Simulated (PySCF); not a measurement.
# Bond lengths and vibrations by method: AlB2H3N

Calculated results; nothing here was measured. The program is PySCF 2.14.0, an open-source quantum chemistry code, run on an isolated molecule that a program drew, which may never have been made. The molecule is AlB2H3N (charge 0, doublet), drawn as the SMILES string `B=N[BH][AlH]`.

The geometry was optimised and harmonic frequencies were computed with HF and MP2, all in the cc-pV(D+d)Z basis, for the commonest isotopes, with a restricted reference for singlets and an unrestricted one otherwise, and a frozen core in MP2. Each result is a local minimum of its method.

Geometry at the HF minimum:
```xyz
7
AlB2H3N, angstrom
B    -1.3073   -1.0649    1.8297
N    -0.6796   -1.5243    0.8605
B     0.0239   -2.0370   -0.2520
Al   -0.9964   -2.4427   -2.1188
H    -1.9009   -0.6322    2.7419
H     1.1936   -2.3003   -0.1063
H    -1.1058   -1.3684   -3.2981
```

Lengths of the bonds as drawn, in Å (atoms numbered as above):
| bond | HF | MP2 |
|---|---|---|
| B1-N2 | 1.243 | 1.273 |
| N2-B3 | 1.413 | 1.423 |
| B3-Al4 | 2.166 | 2.151 |
| B1-H5 | 1.171 | 1.179 |
| B3-H6 | 1.208 | 1.213 |
| Al4-H7 | 1.599 | 1.596 |

Rotational constants, in GHz:
```
constant,HF,MP2
A,25.87,24.56
B,2.602,2.63
C,2.402,2.411
```

Harmonic frequencies in cm^-1, each column in rising order, so a row needn't be the same motion in every method:
```
rank    HF   MP2
   1   110    97
   2   173   177
   3   242   242
   4   320   305
   5   426   378
   6   526   521
   7   780   659
   8   783   738
   9   837   744
  10  1039   985
  11  1165  1102
  12  1901  1858
  13  2002  1900
  14  2628     ?
  15  2992  2910
```

**Estimate the missing MP2 frequency from the HF column.**

A single factor s that minimises the squared misfit of MP2 against s times HF over the other rows is sum(HF x MP2) / sum(HF^2) = 0.9585, with an rms misfit of 35 cm^-1. For rank 14 it gives 0.9585 x 2628 = 2519 cm^-1. The calculation gives 2603 cm^-1, 84 cm^-1 above the estimate. The drawn bonds are on average 0.6 % longer in MP2 than in HF.
